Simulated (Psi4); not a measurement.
C$_{4}$H$_{12}$Si (SMILES C[Si](C)(C)C), singlet, at a GFN2-xTB geometry; PBE0/def2-SVP run with Psi4.

Psi4 was given this input:
```
memory 2 GB

molecule mol {
0 1
  C    -0.417781   -1.214189   -1.412677
  Si    0.000000    0.000000   -0.000000
  C     0.005541    1.785287   -0.676144
  C    -1.310410   -0.153853    1.379712
  C     1.722650   -0.417246    0.709109
  H    -1.393964   -1.004244   -1.839505
  H    -0.429310   -2.241604   -1.061285
  H     0.309978   -1.152215   -2.216244
  H     0.240358    2.503370    0.103862
  H    -0.962114    2.055656   -1.088135
  H     0.741828    1.907685   -1.464873
  H    -2.304575    0.077452    1.009137
  H    -1.339921   -1.159908    1.787357
  H    -1.102103    0.525166    2.201134
  H     1.754239   -1.428607    1.103244
  H     2.493527   -0.339218   -0.051714
  H     1.992058    0.256468    1.517021
}

set basis def2-svp
set reference rks

energy('pbe0')
print_variables()
```

Task: Predict the main parts of the log of this Psi4 run.

Result: 
```
   => Loading Basis Set <=

    Name: DEF2-SVP
    Role: ORBITAL
    Keyword: BASIS

         ---------------------------------------------------------
                                   SCF
               by Justin Turney, Rob Parrish, Andy Simmonett
                          and Daniel G. A. Smith
                              RKS Reference
         ---------------------------------------------------------

  ==> Geometry <==

    Molecular point group: c1
    Full point group: C1

    Geometry (in Angstrom), charge = 0, multiplicity = 1:

       Center              X                  Y                   Z               Mass
    ------------   -----------------  -----------------  -----------------  -----------------
         C           -0.417781011443    -1.214188875189    -1.412676988557    12.000000000000
         SI          -0.000000011443     0.000000124811     0.000000011443    27.976926534650
         C            0.005540988557     1.785287124811    -0.676143988557    12.000000000000
         C           -1.310410011443    -0.153852875189     1.379712011443    12.000000000000
         C            1.722649988557    -0.417245875189     0.709109011443    12.000000000000
         H           -1.393964011443    -1.004243875189    -1.839504988557     1.007825032230
         H           -0.429310011443    -2.241603875189    -1.061284988557     1.007825032230
         H            0.309977988557    -1.152214875189    -2.216243988557     1.007825032230
         H            0.240357988557     2.503370124811     0.103862011443     1.007825032230
         H           -0.962114011443     2.055656124811    -1.088134988557     1.007825032230
         H            0.741827988557     1.907685124811    -1.464872988557     1.007825032230
         H           -2.304575011443     0.077452124811     1.009137011443     1.007825032230
         H           -1.339921011443    -1.159907875189     1.787357011443     1.007825032230
         H           -1.102103011443     0.525166124811     2.201134011443     1.007825032230
         H            1.754238988557    -1.428606875189     1.103244011443     1.007825032230
         H            2.493526988557    -0.339217875189    -0.051713988557     1.007825032230
         H            1.992057988557     0.256468124811     1.517021011443     1.007825032230

  Running in c1 symmetry.

  Rotational constants: A =      0.10052  B =      0.10052  C =      0.10052 [cm^-1]
  Rotational constants: A =   3013.54661  B =   3013.54629  C =   3013.54587 [MHz]
  Nuclear repulsion =  243.401032712805460

  Charge       = 0
  Multiplicity = 1
  Electrons    = 50
  Nalpha       = 25
  Nbeta        = 25

  ==> Algorithm <==

  SCF Algorithm Type is DF.
  DIIS enabled.
  MOM disabled.
  Fractional occupation disabled.
  Guess Type is SAD.
  Energy threshold   = 1.00e-06
  Density threshold  = 1.00e-06
  Integral threshold = 1.00e-12

  ==> Primary Basis <==

  Basis Set: DEF2-SVP
    Blend: DEF2-SVP
    Number of shells: 68
    Number of basis functions: 134
    Number of Cartesian functions: 139
    Spherical Harmonics?: true
    Max angular momentum: 2

  ==> DFT Potential <==

   => LibXC <=

    Version 7.1.2
    S. Lehtola, C. Steigemann, M. J. T. Oliveira, and M. A. L. Marques,  SoftwareX 7, 1–5 (2018) (10.1016/j.softx.2017.11.002)

   => Composite Functional: PBE0 <=

    PBE0 Hyb-GGA Exchange-Correlation Functional

    C. Adamo and V. Barone,  J. Chem. Phys. 110, 6158 (1999) (10.1063/1.478522)
    M. Ernzerhof and G. E. Scuseria,  J. Chem. Phys. 110, 5029 (1999) (10.1063/1.478401)

    Deriv               =              1
    GGA                 =           TRUE
    Meta                =          FALSE

    Exchange Hybrid     =           TRUE
    MP2 Hybrid          =          FALSE

   => Exchange Functionals <=

    0.7500   Perdew, Burke & Ernzerhof

   => Exact (HF) Exchange <=

    0.2500               HF

   => Correlation Functionals <=

    1.0000   Perdew, Burke & Ernzerhof

[...]
    Role: JKFIT
    Keyword: DF_BASIS_SCF

  ==> Integral Setup <==

  SCF_SUBTYPE=INCORE selected. In-core MEM_DF algorithm will be used.
  Using in-core AOs.

  ==> MemDFJK: Density-Fitted J/K Matrices <==

    J tasked:                   Yes
    K tasked:                   Yes
    wK tasked:                   No
    Algorithm:                 Core
    Schwarz Cutoff:           1E-12
    Mask sparsity (%):       1.1138
    Fitting Condition:        1E-10

   => Auxiliary Basis Set <=

  Basis Set: (DEF2-SVP AUX)
    Blend: DEF2-UNIVERSAL-JKFIT
    Number of shells: 210
    Number of basis functions: 644
    Number of Cartesian functions: 751
    Spherical Harmonics?: true
    Max angular momentum: 4

  Minimum eigenvalue in the overlap matrix is 3.0841608446E-03.
  Reciprocal condition number of the overlap matrix is 5.1139883573E-04.
    Using symmetric orthogonalization.

  ==> Pre-Iterations <==

  SCF Guess: Superposition of Atomic Densities via on-the-fly atomic UHF (no occupation information).

   -------------------------
    Irrep   Nso     Nmo
   -------------------------
     A        134     134
   -------------------------
    Total     134     134
   -------------------------

  ==> Iterations <==

                           Total Energy        Delta E     RMS |[F,P]|

   @DF-RKS iter SAD:  -447.75241835847424   -4.47752e+02   0.00000e+00
   @DF-RKS iter   1:  -448.04369371469073   -2.91275e-01   8.03149e-03 ADIIS/DIIS
   @DF-RKS iter   2:  -447.97430382495452    6.93899e-02   8.06311e-03 ADIIS/DIIS
   @DF-RKS iter   3:  -448.65348614265963   -6.79182e-01   2.43553e-04 ADIIS/DIIS
   @DF-RKS iter   4:  -448.65404561183323   -5.59469e-04   1.18470e-04 ADIIS/DIIS
   @DF-RKS iter   5:  -448.65419934853691   -1.53737e-04   1.03489e-05 DIIS
   @DF-RKS iter   6:  -448.65420044724203   -1.09871e-06   5.98415e-07 DIIS
   @DF-RKS iter   7:  -448.65420045091184   -3.66981e-09   8.26836e-08 DIIS
  Energy and wave function converged.

  ==> Post-Iterations <==

   Electrons on quadrature grid:
      Ntotal   =   49.9999862321 ; deviation = -1.377e-05

    Orbital Energies [Eh]
    ---------------------

    Doubly Occupied:

[...]
      25A     -0.303896

    Virtual:

[...]
     134A      3.011123

    Final Occupation by Irrep:
              A
    DOCC [    25 ]
    NA   [    25 ]
    NB   [    25 ]

  @DF-RKS Final Energy:  -448.65420045091184

   => Energetics <=

    Nuclear Repulsion Energy =            243.4010327128054598
    One-Electron Energy =               -1097.4692735579471901
    Two-Electron Energy =                 440.8770935750569038
    DFT Exchange-Correlation Energy =     -35.4630531808269680
    Empirical Dispersion Energy =           0.0000000000000000
    VV10 Nonlocal Energy =                  0.0000000000000000
    Total Energy =                       -448.6542004509118442

Computation Completed

Properties will be evaluated at   0.000000,   0.000000,   0.000000 [a0]

Properties computed using the SCF density matrix

 Multipole Moments:

 ------------------------------------------------------------------------------------
     Multipole            Electronic (a.u.)      Nuclear  (a.u.)        Total (a.u.)
 ------------------------------------------------------------------------------------

 L = 1.  Multiply by 2.5417464519 to convert [e a0] to [Debye]
 Dipole X            :         -0.0000583            0.0000008           -0.0000575
 Dipole Y            :         -0.0000263            0.0000023           -0.0000239
 Dipole Z            :          0.0000392           -0.0000008            0.0000384
 Magnitude           :                                                    0.0000732

 ------------------------------------------------------------------------------------

  Variable Map:
  ----------------------------------------------------------------------------
[...]
  Array Variable Map:
  ----------------------------------------------------------------------------
[...]
[...]
```
